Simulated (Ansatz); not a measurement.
Geometry optimisation, RKS r2SCAN-D4/def2-SVP (Ansatz 0.2.0).

input.yaml

```yaml
crystal:
  periodic: [false, false, false]
  atoms:
    - { symbol: O, position_ang: [1.74396, 0.95908, -0.98646] }
    - { symbol: Si, position_ang: [0.80897, 0.06417, -0.10738] }
    - { symbol: F, position_ang: [1.73978, -0.9003, 0.74465] }
    - { symbol: Si, position_ang: [-1.49882, -0.25911, 0.32106] }
    - { symbol: H, position_ang: [2.69172, 1.07673, -1.13738] }
    - { symbol: H, position_ang: [-1.92475, -1.13277, -0.77617] }
    - { symbol: H, position_ang: [-1.54661, -0.86796, 1.64909] }
    - { symbol: H, position_ang: [-2.0274, 1.10767, 0.25764] }
total_charge: 1
basis:
  gaussian: { orbitals: def2-SVP }
hamiltonian:
  xc: r2scan
  dispersion: d4
relax:
  f_tol: 0.015
  max_steps: 40
```

Command:

```bash
$ ansatz run input.yaml --threads 2 --pin off --max-ram 3072MiB --backend cpu --events-out ev --progress --plain --runs-dir out
```

Question: Where does it end, and by what steps?

Answer: The forces met the threshold. The force dipped under the threshold on the way, but the program's further checks kept it going. After 29 steps the energy has fallen by 0.188 eV; F3 moved furthest, 0.59 Å.

```csv
step,energy less start (eV),largest force component (eV/Å),accepted
0,0.0000,0.894,yes
2,-0.1469,0.684,yes
4,-0.1794,0.133,yes
6,-0.1865,0.040,yes
8,-0.1868,0.053,yes
10,-0.1870,0.038,yes
12,-0.1873,0.016,yes
14,-0.1874,0.041,yes
16,-0.1876,0.051,yes
18,-0.1879,0.062,yes
20,-0.1881,0.024,yes
22,-0.1882,0.041,yes
24,-0.1883,0.033,yes
26,-0.1884,0.026,yes
28,-0.1884,0.017,yes
29,-0.1884,0.011,yes
```

```xyz
8
Properties=species:S:1:pos:R:3
O 1.571 1.131 -0.727
Si 0.871 -0.131 -0.059
F 1.830 -1.327 0.350
Si -1.466 -0.220 0.298
H 2.501 1.320 -0.941
H -1.862 -1.369 -0.554
H -1.547 -0.473 1.759
H -1.911 1.117 -0.162
```

Whether the end is a true minimum wasn't checked by a vibrational analysis.

Run time: 69 s on 2 threads of Arm Neoverse V2 (shared host), peak memory 0.14 GiB.
